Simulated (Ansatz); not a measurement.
# Molecular dynamics of HI

input.yaml

```yaml
crystal:
  periodic: [false, false, false]
  atoms:
    - { symbol: I, position_ang: [-0.693136, 0.24912, -0.350845] }
    - { symbol: H, position_ang: [0.693136, -0.24912, 0.350845] }
magnetization:
  spin_polarized: true
basis:
  gaussian: { orbitals: def2-SVPD }
hamiltonian:
  xc: pbe
md:
  timestep: 0.5
  n_steps: 150
  ensemble: nve_milne
  temperature: 2000.0
  initial_velocities: maxwell_boltzmann
  seed: 468812
```

Launched with:

```bash
$ ansatz run input.yaml --threads 1 --pin off --max-ram 2048MiB --backend cpu --events-out ev --progress --plain --runs-dir out
```

It starts from a relaxed structure.

Output, in part (one step line in 2, the closing report, with atoms numbered from 0):

```
md step     0: t =     0.00 fs  T =  2000.0 K  F+E_penalty+E_count = -8116.66047790 eV  E_kin = 0.086173 eV  conserved = -8116.57430457 eV  (22 SCF iters)
md step     2: t =     1.00 fs  T =  1688.3 K  F+E_penalty+E_count = -8116.64707331 eV  E_kin = 0.072744 eV  conserved = -8116.57432919 eV  (26 SCF iters)
md step     4: t =     2.00 fs  T =   980.3 K  F+E_penalty+E_count = -8116.61656813 eV  E_kin = 0.042239 eV  conserved = -8116.57432907 eV  (26 SCF iters)
md step     6: t =     3.00 fs  T =   306.4 K  F+E_penalty+E_count = -8116.58753347 eV  E_kin = 0.013202 eV  conserved = -8116.57433119 eV  (25 SCF iters)
md step     8: t =     4.00 fs  T =     2.8 K  F+E_penalty+E_count = -8116.57445028 eV  E_kin = 0.000121 eV  conserved = -8116.57432899 eV  (19 SCF iters)
md step    10: t =     5.00 fs  T =   205.5 K  F+E_penalty+E_count = -8116.58318592 eV  E_kin = 0.008856 eV  conserved = -8116.57432994 eV  (26 SCF iters)
md step    12: t =     6.00 fs  T =   824.7 K  F+E_penalty+E_count = -8116.60986245 eV  E_kin = 0.035535 eV  conserved = -8116.57432788 eV  (25 SCF iters)
md step    14: t =     7.00 fs  T =  1560.3 K  F+E_penalty+E_count = -8116.64156195 eV  E_kin = 0.067230 eV  conserved = -8116.57433214 eV  (24 SCF iters)
md step    16: t =     8.00 fs  T =  1986.5 K  F+E_penalty+E_count = -8116.65992208 eV  E_kin = 0.085590 eV  conserved = -8116.57433214 eV  (25 SCF iters)
md step    18: t =     9.00 fs  T =  1762.3 K  F+E_penalty+E_count = -8116.65025922 eV  E_kin = 0.075930 eV  conserved = -8116.57432953 eV  (25 SCF iters)
md step    20: t =    10.00 fs  T =   950.6 K  F+E_penalty+E_count = -8116.61529716 eV  E_kin = 0.040959 eV  conserved = -8116.57433859 eV  (24 SCF iters)
md step    22: t =    11.00 fs  T =   155.5 K  F+E_penalty+E_count = -8116.58104310 eV  E_kin = 0.006701 eV  conserved = -8116.57434187 eV  (25 SCF iters)
md step    24: t =    12.00 fs  T =    81.9 K  F+E_penalty+E_count = -8116.57787302 eV  E_kin = 0.003530 eV  conserved = -8116.57434318 eV  (18 SCF iters)
md step    26: t =    13.00 fs  T =   799.0 K  F+E_penalty+E_count = -8116.60876394 eV  E_kin = 0.034427 eV  conserved = -8116.57433740 eV  (25 SCF iters)
md step    28: t =    14.00 fs  T =  1660.5 K  F+E_penalty+E_count = -8116.64587452 eV  E_kin = 0.071544 eV  conserved = -8116.57433075 eV  (25 SCF iters)
md step    30: t =    15.00 fs  T =  1999.2 K  F+E_penalty+E_count = -8116.66047026 eV  E_kin = 0.086138 eV  conserved = -8116.57433265 eV  (24 SCF iters)
md step    32: t =    16.00 fs  T =  1662.2 K  F+E_penalty+E_count = -8116.64594769 eV  E_kin = 0.071620 eV  conserved = -8116.57432739 eV  (25 SCF iters)
md step    34: t =    17.00 fs  T =   946.6 K  F+E_penalty+E_count = -8116.61511629 eV  E_kin = 0.040788 eV  conserved = -8116.57432862 eV  (25 SCF iters)
md step    36: t =    18.00 fs  T =   283.3 K  F+E_penalty+E_count = -8116.58653697 eV  E_kin = 0.012206 eV  conserved = -8116.57433119 eV  (25 SCF iters)
md step    38: t =    19.00 fs  T =     0.9 K  F+E_penalty+E_count = -8116.57436857 eV  E_kin = 0.000040 eV  conserved = -8116.57432905 eV  (19 SCF iters)
md step    40: t =    20.00 fs  T =   225.7 K  F+E_penalty+E_count = -8116.58405446 eV  E_kin = 0.009724 eV  conserved = -8116.57433009 eV  (26 SCF iters)
md step    42: t =    21.00 fs  T =   857.8 K  F+E_penalty+E_count = -8116.61128730 eV  E_kin = 0.036959 eV  conserved = -8116.57432783 eV  (24 SCF iters)
md step    44: t =    22.00 fs  T =  1589.1 K  F+E_penalty+E_count = -8116.64279987 eV  E_kin = 0.068468 eV  conserved = -8116.57433172 eV  (24 SCF iters)
md step    46: t =    23.00 fs  T =  1991.8 K  F+E_penalty+E_count = -8116.66015083 eV  E_kin = 0.085818 eV  conserved = -8116.57433274 eV  (25 SCF iters)
md step    48: t =    24.00 fs  T =  1736.0 K  F+E_penalty+E_count = -8116.64912980 eV  E_kin = 0.074800 eV  conserved = -8116.57432963 eV  (25 SCF iters)
md step    50: t =    25.00 fs  T =   909.0 K  F+E_penalty+E_count = -8116.61350430 eV  E_kin = 0.039166 eV  conserved = -8116.57433839 eV  (24 SCF iters)
md step    52: t =    26.00 fs  T =   133.3 K  F+E_penalty+E_count = -8116.58008433 eV  E_kin = 0.005742 eV  conserved = -8116.57434223 eV  (25 SCF iters)
md step    54: t =    27.00 fs  T =    99.9 K  F+E_penalty+E_count = -8116.57864573 eV  E_kin = 0.004303 eV  conserved = -8116.57434313 eV  (18 SCF iters)
md step    56: t =    28.00 fs  T =   840.2 K  F+E_penalty+E_count = -8116.61054043 eV  E_kin = 0.036203 eV  conserved = -8116.57433738 eV  (24 SCF iters)
md step    58: t =    29.00 fs  T =  1689.9 K  F+E_penalty+E_count = -8116.64714122 eV  E_kin = 0.072811 eV  conserved = -8116.57433006 eV  (25 SCF iters)
md step    60: t =    30.00 fs  T =  1997.5 K  F+E_penalty+E_count = -8116.66039985 eV  E_kin = 0.086067 eV  conserved = -8116.57433261 eV  (24 SCF iters)
md step    62: t =    31.00 fs  T =  1635.3 K  F+E_penalty+E_count = -8116.64478916 eV  E_kin = 0.070461 eV  conserved = -8116.57432795 eV  (25 SCF iters)
md step    64: t =    32.00 fs  T =   913.1 K  F+E_penalty+E_count = -8116.61366979 eV  E_kin = 0.039342 eV  conserved = -8116.57432826 eV  (24 SCF iters)
md step    66: t =    33.00 fs  T =   260.9 K  F+E_penalty+E_count = -8116.58557431 eV  E_kin = 0.011243 eV  conserved = -8116.57433115 eV  (25 SCF iters)
md step    68: t =    34.00 fs  T =     0.1 K  F+E_penalty+E_count = -8116.57433155 eV  E_kin = 0.000002 eV  conserved = -8116.57432913 eV  (19 SCF iters)
md step    70: t =    35.00 fs  T =   246.7 K  F+E_penalty+E_count = -8116.58495909 eV  E_kin = 0.010629 eV  conserved = -8116.57433025 eV  (26 SCF iters)
md step    72: t =    36.00 fs  T =   891.1 K  F+E_penalty+E_count = -8116.61272155 eV  E_kin = 0.038394 eV  conserved = -8116.57432787 eV  (25 SCF iters)
md step    74: t =    37.00 fs  T =  1617.2 K  F+E_penalty+E_count = -8116.64400933 eV  E_kin = 0.069678 eV  conserved = -8116.57433128 eV  (24 SCF iters)
md step    76: t =    38.00 fs  T =  1995.7 K  F+E_penalty+E_count = -8116.66032061 eV  E_kin = 0.085987 eV  conserved = -8116.57433328 eV  (25 SCF iters)
md step    78: t =    39.00 fs  T =  1708.6 K  F+E_penalty+E_count = -8116.64794750 eV  E_kin = 0.073618 eV  conserved = -8116.57432986 eV  (24 SCF iters)
md step    80: t =    40.00 fs  T =   867.5 K  F+E_penalty+E_count = -8116.61171490 eV  E_kin = 0.037377 eV  conserved = -8116.57433819 eV  (24 SCF iters)
md step    82: t =    41.00 fs  T =   112.6 K  F+E_penalty+E_count = -8116.57919409 eV  E_kin = 0.004852 eV  conserved = -8116.57434256 eV  (25 SCF iters)
md step    84: t =    42.00 fs  T =   119.5 K  F+E_penalty+E_count = -8116.57948995 eV  E_kin = 0.005147 eV  conserved = -8116.57434307 eV  (18 SCF iters)
md step    86: t =    43.00 fs  T =   881.7 K  F+E_penalty+E_count = -8116.61232573 eV  E_kin = 0.037988 eV  conserved = -8116.57433741 eV  (24 SCF iters)
md step    88: t =    44.00 fs  T =  1718.1 K  F+E_penalty+E_count = -8116.64835755 eV  E_kin = 0.074028 eV  conserved = -8116.57432948 eV  (25 SCF iters)
md step    90: t =    45.00 fs  T =  1994.5 K  F+E_penalty+E_count = -8116.66026930 eV  E_kin = 0.085937 eV  conserved = -8116.57433247 eV  (25 SCF iters)
md step    92: t =    46.00 fs  T =  1607.7 K  F+E_penalty+E_count = -8116.64359940 eV  E_kin = 0.069271 eV  conserved = -8116.57432854 eV  (26 SCF iters)
md step    94: t =    47.00 fs  T =   879.7 K  F+E_penalty+E_count = -8116.61223018 eV  E_kin = 0.037902 eV  conserved = -8116.57432799 eV  (25 SCF iters)
md step    96: t =    48.00 fs  T =   239.4 K  F+E_penalty+E_count = -8116.58464637 eV  E_kin = 0.010315 eV  conserved = -8116.57433108 eV  (25 SCF iters)
md step    98: t =    49.00 fs  T =     0.2 K  F+E_penalty+E_count = -8116.57433926 eV  E_kin = 0.000010 eV  conserved = -8116.57432921 eV  (19 SCF iters)
md step   100: t =    50.00 fs  T =   268.5 K  F+E_penalty+E_count = -8116.58589900 eV  E_kin = 0.011569 eV  conserved = -8116.57433042 eV  (26 SCF iters)
md step   102: t =    51.00 fs  T =   924.5 K  F+E_penalty+E_count = -8116.61416365 eV  E_kin = 0.039836 eV  conserved = -8116.57432801 eV  (25 SCF iters)
md step   104: t =    52.00 fs  T =  1644.5 K  F+E_penalty+E_count = -8116.64518865 eV  E_kin = 0.070858 eV  conserved = -8116.57433085 eV  (24 SCF iters)
md step   106: t =    53.00 fs  T =  1998.2 K  F+E_penalty+E_count = -8116.66043069 eV  E_kin = 0.086097 eV  conserved = -8116.57433379 eV  (25 SCF iters)
md step   108: t =    54.00 fs  T =  1680.0 K  F+E_penalty+E_count = -8116.64671382 eV  E_kin = 0.072384 eV  conserved = -8116.57433026 eV  (25 SCF iters)
md step   110: t =    55.00 fs  T =   826.1 K  F+E_penalty+E_count = -8116.60993222 eV  E_kin = 0.035594 eV  conserved = -8116.57433803 eV  (25 SCF iters)
md step   112: t =    56.00 fs  T =    93.6 K  F+E_penalty+E_count = -8116.57837425 eV  E_kin = 0.004031 eV  conserved = -8116.57434288 eV  (25 SCF iters)
md step   114: t =    57.00 fs  T =   140.7 K  F+E_penalty+E_count = -8116.58040393 eV  E_kin = 0.006061 eV  conserved = -8116.57434303 eV  (18 SCF iters)
md step   116: t =    58.00 fs  T =   923.2 K  F+E_penalty+E_count = -8116.61411657 eV  E_kin = 0.039779 eV  conserved = -8116.57433751 eV  (26 SCF iters)
md step   118: t =    59.00 fs  T =  1745.2 K  F+E_penalty+E_count = -8116.64952191 eV  E_kin = 0.075193 eV  conserved = -8116.57432902 eV  (24 SCF iters)
md step   120: t =    60.00 fs  T =  1990.1 K  F+E_penalty+E_count = -8116.66007930 eV  E_kin = 0.085747 eV  conserved = -8116.57433230 eV  (24 SCF iters)
md step   122: t =    61.00 fs  T =  1579.4 K  F+E_penalty+E_count = -8116.64238013 eV  E_kin = 0.068051 eV  conserved = -8116.57432920 eV  (25 SCF iters)
md step   124: t =    62.00 fs  T =   846.5 K  F+E_penalty+E_count = -8116.61079906 eV  E_kin = 0.036471 eV  conserved = -8116.57432784 eV  (25 SCF iters)
md step   126: t =    63.00 fs  T =   218.7 K  F+E_penalty+E_count = -8116.58375403 eV  E_kin = 0.009423 eV  conserved = -8116.57433102 eV  (25 SCF iters)
md step   128: t =    64.00 fs  T =     1.4 K  F+E_penalty+E_count = -8116.57439172 eV  E_kin = 0.000062 eV  conserved = -8116.57432934 eV  (19 SCF iters)
md step   130: t =    65.00 fs  T =   291.1 K  F+E_penalty+E_count = -8116.58687332 eV  E_kin = 0.012543 eV  conserved = -8116.57433063 eV  (24 SCF iters)
md step   132: t =    66.00 fs  T =   958.2 K  F+E_penalty+E_count = -8116.61561207 eV  E_kin = 0.041284 eV  conserved = -8116.57432826 eV  (25 SCF iters)
md step   134: t =    67.00 fs  T =  1671.2 K  F+E_penalty+E_count = -8116.64633611 eV  E_kin = 0.072006 eV  conserved = -8116.57433044 eV  (24 SCF iters)
md step   136: t =    68.00 fs  T =  1999.4 K  F+E_penalty+E_count = -8116.66048042 eV  E_kin = 0.086146 eV  conserved = -8116.57433424 eV  (25 SCF iters)
md step   138: t =    69.00 fs  T =  1650.2 K  F+E_penalty+E_count = -8116.64543038 eV  E_kin = 0.071100 eV  conserved = -8116.57433079 eV  (25 SCF iters)
md step   140: t =    70.00 fs  T =   785.0 K  F+E_penalty+E_count = -8116.60815955 eV  E_kin = 0.033822 eV  conserved = -8116.57433792 eV  (25 SCF iters)
md step   142: t =    71.00 fs  T =    76.2 K  F+E_penalty+E_count = -8116.57762649 eV  E_kin = 0.003283 eV  conserved = -8116.57434318 eV  (24 SCF iters)
md step   144: t =    72.00 fs  T =   163.5 K  F+E_penalty+E_count = -8116.58138576 eV  E_kin = 0.007043 eV  conserved = -8116.57434297 eV  (25 SCF iters)
md step   146: t =    73.00 fs  T =   964.8 K  F+E_penalty+E_count = -8116.61590975 eV  E_kin = 0.041572 eV  conserved = -8116.57433767 eV  (25 SCF iters)
md step   148: t =    74.00 fs  T =  1770.9 K  F+E_penalty+E_count = -8116.65063290 eV  E_kin = 0.076304 eV  conserved = -8116.57432860 eV  (26 SCF iters)
md step   150: t =    75.00 fs  T =  1984.3 K  F+E_penalty+E_count = -8116.65983059 eV  E_kin = 0.085499 eV  conserved = -8116.57433196 eV  (23 SCF iters)
Total energy: -8116.65987949 eV, -298.2817489014 hartree
Atom 0 at    -0.693198     0.249142    -0.350876 Å, force     0.130934    -0.047059     0.066275 eV/Å
Atom 1 at     0.700884    -0.251905     0.354767 Å, force    -0.130934     0.047059    -0.066275 eV/Å
Dipole moment:     0.074683    -0.026842     0.037802 e Å
```

The run went to its last step. The conserved energy stayed within 0.048 meV per atom of its start (net change -0.014 meV per atom), so the integration is sound. The temperature averaged 0.52 of the 2000 K drawn at the start: a run that starts near a minimum puts about half its kinetic energy into the potential. A run of 0.075 ps of so small a system gives no equilibrium averages.

The same pairs are bonded in the first frame and the last. Pairs count as bonded within 1.25 times the sum of covalent radii (0.12 Å more for H–H).

Last frame:

```xyz
2
Properties=species:S:1:pos:R:3
I -0.693 0.249 -0.351
H 0.701 -0.252 0.355
```

The run took 3.3 min on 1 thread of Arm Neoverse N1, with other jobs on the host, peak memory 0.09 GiB.
